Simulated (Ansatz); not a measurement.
Geometry optimisation, RKS PBE0-D4/def2-SVP in Ansatz 0.2.0.

Input:

```yaml
crystal:
  periodic: [false, false, false]
  atoms:
    - { symbol: Al, position_ang: [-0.768632, -1.460604, -0.194928] }
    - { symbol: Cl, position_ang: [2.700455, -0.913398, 0.044265] }
    - { symbol: F, position_ang: [-0.345569, -2.714344, -1.182705] }
    - { symbol: F, position_ang: [-0.940656, -1.676993, 1.434942] }
    - { symbol: H, position_ang: [0.229611, 1.606649, 0.179463] }
    - { symbol: "N", position_ang: [-1.263374, 0.197001, -0.883079] }
    - { symbol: H, position_ang: [2.382227, 0.299994, 0.433203] }
    - { symbol: O, position_ang: [0.863266, 1.91771, 0.845749] }
    - { symbol: H, position_ang: [-1.246726, 0.352596, -1.886873] }
    - { symbol: H, position_ang: [-2.047399, 0.694257, -0.471299] }
    - { symbol: H, position_ang: [0.436597, 1.697331, 1.681362] }
basis:
  gaussian: { orbitals: def2-SVP }
hamiltonian:
  xc: pbe0
  dispersion: d4
relax:
  f_tol: 0.03
  max_steps: 50
```

Command:

```bash
$ ansatz run input.yaml --threads 2 --pin off --max-ram 3072MiB --backend cpu --events-out ev --progress --plain --runs-dir out
```

**Question.** Where does it end, and by what steps?

**Answer.** The run converged. After 42 steps the energy has fallen by 2.819 eV; H7 moved furthest, 2.16 Å. Parted: Cl2–H7, H5–O8. Joined: Al1–Cl2, H5–N6, H7–O8.

```tsv
step	energy less start (eV)	largest force component (eV/Å)	accepted
0	0.0000	1.592	yes
2	-0.5108	0.606	yes
4	-0.9418	1.357	yes
6	-1.5006	1.188	yes
8	-2.2127	1.749	yes
10	-2.5994	1.099	yes
12	-2.7238	0.172	yes
14	-2.7346	0.128	yes
16	-2.7394	0.149	yes
18	-2.7473	0.529	yes
20	-2.7561	0.389	yes
22	-2.7762	0.462	yes
24	-2.7872	0.326	yes
26	-2.8017	0.205	yes
28	-2.8063	0.086	yes
30	-2.8086	0.085	yes
32	-2.8110	0.225	yes
34	-2.8145	0.034	yes
36	-2.8168	0.097	yes
38	-2.8173	0.289	no
40	-2.8189	0.147	yes
42	-2.8194	0.028	yes
```

```xyz
11
Properties=species:S:1:pos:R:3
Al 0.009 -1.418 -0.154
Cl 1.771 -1.797 -1.257
F -1.286 -2.449 -0.360
F 0.288 -0.966 1.457
H -0.304 1.042 -0.225
N -0.637 0.300 -0.886
H 1.302 1.967 1.272
O 0.381 1.688 1.253
H -0.255 0.487 -1.814
H -1.656 0.347 -0.949
H 0.388 0.800 1.662
```

Time of the run: 3.2 min on 2 threads of Arm Neoverse V1, on a shared host, peak memory 0.28 GiB.
